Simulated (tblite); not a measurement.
Species: C₆H₆Si.
Atom-mapped SMILES: `[CH:1]#[C:2][C:3]1=[CH:4][CH:5]=[CH:6][SiH2:7]1` (hydrogens: H8 on C1; H9 on C4; H10 on C5; H11 on C6; H12, H13 on Si7)

Computed values, GFN2-xTB/tblite, gas phase, harmonic and unscaled. The method is semi-empirical: single wavenumbers can be off by several per cent or more. Modes of hydrogen on silicon can be 10 to 20 % off.

Harmonic wavenumbers (cm⁻¹): 126.7, 127.8, 227.4, 372.2, 387.6, 391.8, 417.1, 507.9, 538.8, 579.6, 602.1, 641.3, 659.0, 661.5, 737.5, 754.8, 810.5, 858.6, 911.9, 1037.2, 1096.2, 1188.8, 1234.5, 1316.4, 1520.6, 1599.3, 2222.2, 2261.1, 2263.1, 3053.6, 3067.2, 3100.0, 3393.6.

A = 4722, B = 1691, C = 1264 MHz; mass 106.024 u (most abundant isotopes); point group Cs, symmetry number 1.

**Question.** What is the zero-point energy?

**Answer.** Half the sum of the wavenumbers: 19334 cm⁻¹ = 55.28 kcal/mol.

**Question.** Entropy at 273.15 K, 1 bar (ideal gas, RRHO, classical rotation)?

**Answer.** Translation 39.48, rotation 27.60, vibration 14.41: S = 81.5 cal/(mol K).

**Question.** And Cp and H(273.15 K) − H(0)?

**Answer.** Cp = 29.17 cal/(mol K), of which vibrations give 21.22 (their classical limit is 33 R = 65.6); H(273.15 K) − H(0) = 4.62 kcal/mol without the zero-point energy, 2.45 from vibrations.

**Question.** How do the functions run with temperature in this model?

**Answer.** 
```csv
T (K),S (cal/(mol K)),Cp (cal/(mol K)),H − H(0) (kcal/mol),G − H(0) (kcal/mol),ln q(vib)
100,61.7,13.0,0.98,-5.19,0.40
200,73.5,22.4,2.73,-11.97,1.61
300,84.3,31.4,5.43,-19.87,3.19
500,103.6,43.8,13.07,-38.71,6.79
800,126.7,54.2,27.93,-73.40,12.11
1000,139.2,58.5,39.23,-100.02,15.38
```

q(vib) and H(0) count from the zero-point level.

**Question.** Which modes carry the vibrational entropy at 273.15 K?

**Answer.** 126.7 cm⁻¹: 2.83; 127.8 cm⁻¹: 2.81; 227.4 cm⁻¹: 1.74; 372.2 cm⁻¹: 0.94; 387.6 cm⁻¹: 0.88; 391.8 cm⁻¹: 0.87 cal/(mol K); the other 27 give 4.34 together.

Hindered rotation and anharmonicity are outside this model.

Time: 0.38 s wall. Hardware: an Arm Neoverse V1 with one thread, no GPU, shared host with 32 logical CPUs at a one-minute load of 5.9. This covers the Hessian and the dipole derivatives.
